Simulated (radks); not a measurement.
Problem. The iodine ion I42+, [Ne] 3s1. All-electron calculation, non-relativistic Kohn-Sham, exchange-only PBE, spin-polarised, spherical densities, point nucleus. Program: a radial shooting solver on a logarithmic mesh with Libxc functionals. Every spin shell is full or empty, so the densities are truly spherical. Functionals are evaluated on that one density, not self-consistently. Rank these exchange functionals by their error against the exact value of the orbitals, and give that value: LDA, PBE, PW91, PW86, WC, SOGGA, EV93, SCAN, r2SCAN.

Solution. Exact: -89.9451 hartree. From best to worst, with 100 (|E| - |E exact|)/|E exact| (equal figures are ties): PW86 +0.07, r2SCAN -0.12, SCAN +0.20, PW91 -0.39, PBE -0.81, EV93 +0.81, WC -1.75, SOGGA -3.63, LDA -7.86.
